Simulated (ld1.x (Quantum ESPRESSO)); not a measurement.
**What one change does to a pseudopotential (Rb, TM)**

Rb (Z = 37), norm-conserving Troullier–Martins (Kleinman–Bylander form), made with ld1.x (Quantum ESPRESSO) 7.5 (LDA (PZ), fully relativistic). Core [Kr], reference 4d0 5s0.75 5p0 (charge +0.25). Waves: 5s (bound): rc 4.20 bohr; 4d (bound, empty): rc 4.20 bohr; 5p (bound, empty): rc 4.20 bohr. Local part: the p channel. Core correction: a·sin(br)/r model core inside 3.60 bohr.

Open shells are filled in proportion to 2j + 1 (rel_dist='average').

Change: all radii but the core radius scaled by about 0.89 (s 3.72, p 3.72, d 3.72 bohr).

Cutoffs: the cutoffs (Ry, on a coarse ladder) from which the occupation-weighted sum of valence levels, in a spherical-Bessel basis at the reference potential, stays within 10 and 1 mRy of its value at 400 Ry; they do not see the model core or the augmentation charge, which bear on the density cutoff. Errors are all-electron minus pseudo energies relative to the spin-unpolarised reference configuration.

What does the change do?

Both files are so soft that the ladder of cutoffs tells neither apart; both files keep a bound ghost (s); of the 5 tests that both files solve, the error grows in 1 and shrinks in 3 by more than 15 % and 0.3 meV (median size 1.8 → 0.7 meV).

```tsv
quantity	base	changed
cutoff, loose	6 Ry	6 Ry
cutoff, tight	6 Ry	6 Ry
bound ghosts	s	s
error for 4d0 5s1 5p0, meV [ΔE -0.71 eV]	+1.8	-0.5
error for 4d0 5s0.5 5p0, meV [ΔE 0.95 eV]	+2.0	-0.7
error for 4d0 5s0 5p1, meV [ΔE 0.91 eV]	-2.5	-0.7
error for 4d0.5 5s0.5 5p0, meV [ΔE 0.45 eV]	+0.3	+0.3
error for 4d1 5s0 5p0, meV [ΔE 1.61 eV]	+1.5	+1.9
```

 A true bound ghost makes a file unfit for plane-wave use even where its test errors are small: the radial tests pick states by their node count and pass the ghost by.
